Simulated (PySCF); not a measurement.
Compound: C4H12BNO.
Numbering: `[CH3:1][O:2][CH2:3][BH:4][N:5]([CH3:6])[CH3:7]` (hydrogens: H8, H9, H10 on C1; H11, H12 on C3; H13 on B4; H14, H15, H16 on C6; H17, H18, H19 on C7)

Cartesian coordinates in Å at the PBE0-D3(BJ)/def2-SVP level; atoms count from 1:
```
atom  x, y, z in Å
C1     3.0152   -0.1278    0.6066
O2     1.6509   -0.2192    0.3546
C3     1.1324    0.8854   -0.3369
B4    -0.4132    0.8946   -0.6648
N5    -1.3716   -0.0690   -0.3559
C6    -2.7553    0.0888   -0.7411
C7    -1.1165   -1.3037    0.3558
H8     3.2636    0.7554    1.2297
H9     3.6059   -0.0541   -0.3291
H10    3.3277   -1.0336    1.1462
H11    1.6614    1.0207   -1.3087
H12    1.3454    1.8288    0.2171
H13   -0.7946    1.8780   -1.2686
H14   -2.8943    1.0335   -1.2810
H15   -3.0816   -0.7408   -1.3941
H16   -3.4170    0.0879    0.1440
H17   -1.7268   -1.3549    1.2756
H18   -0.0567   -1.3713    0.6221
H19   -1.3913   -2.1743   -0.2666
```

Linear response at wB97X-D/def2-SVPD (PySCF, frozen core in the response, non-relativistic).

Static isotropic polarisability: 80.08 au (11.87 Å³), principal values 63.7, 80.4, 96.2 au.

**Question.** What is the polarisability at 1064 nm and at the sodium D line?

**Answer.** 80.71 au at 1064 nm (+0.8 %), 82.21 au at 589.3 nm (+2.7 %). The rise at 589.3 nm is 3.36 times that at 1064 nm; a pure ω² law gives 3.26. The lowest singlet lies at 178 nm, shorter than both wavelengths.

**Question.** What is the isotropic C6 coefficient between two such molecules, C6 = (3/π)∫α(iω)² dω?

**Answer.** 2739 au (Eh·bohr⁶) by a ten-point quadrature over imaginary frequencies, which is 1640 eV·Å⁶ or 158 J·nm⁶/mol.

**Question.** Which effective excitation energy ω̄ makes London's formula C6 = (3/4)α²ω̄ exact here?

**Answer.** ω̄ = 4·C6/(3α²) = 0.569 Eh = 15.5 eV. A one-pole form α(ω) = α/(1 − ω²/ω̄²) fitted to the 1064 nm value gives 13.2 eV. London's choice of the ionisation energy (9.05 eV, ΔSCF at the same level) gives C6 = 1600 au, 42 % too low.

**Question.** How many electrons N does the Slater–Kirkwood formula C6 = (3/4)·√N·α^(3/2) need to give this C6?

**Answer.** N = (4·C6/3)²/α³ = 26.0; the species has 56 electrons in all.

**Question.** What molar refraction at the D line follows from R = (4π/3)·N_A·α′, with α′ the polarisability volume?

**Answer.** α′ = 12.18 Å³ gives R = 30.73 cm³/mol, for isolated, non-vibrating species.

**Question.** How anisotropic is the static polarisability, by Δα² = ½[(α1 − α2)² + (α2 − α3)² + (α3 − α1)²]?

**Answer.** Δα = 28.1 au, or 0.35 of the isotropic value.

**Question.** The lowest 10 singlets have (eV, f): 6.95, 0.012; 7.14, 0.322; 7.29, 0.017; 7.56, 0.002; 7.71, 0.022; 8.03, 0.033; 8.27, 0.002; 8.30, 0.027; 8.35, 0.006; 8.51, 0.044. What share of the static polarisability do they carry in the sum over states α = Σ f/ω²?

**Answer.** 6.59 au, 8.2 % of α; the largest term, 4.68 au, is that of the state at 7.14 eV. Their oscillator strengths add up to 0.49. Higher states carry the rest.

**Question.** What n − 1 at the D line would an ideal gas of it have at 273.15 K and 1 atm (2.6868 × 10¹⁹ cm⁻³), by n − 1 = 2π·N·α′?

**Answer.** 20.57 × 10⁻⁴, a formal value whether or not that pressure can be reached.

**Question.** What three-body coefficient follows from the one-pole estimate C9 = (3/4)·α·C6?

**Answer.** 164000 au. This is an estimate from the two numbers above, not a computed integral.

One conformer stands for the species.

wB97X-D is run here without its empirical dispersion term; that term would change no orbital, density or response property at a fixed geometry.
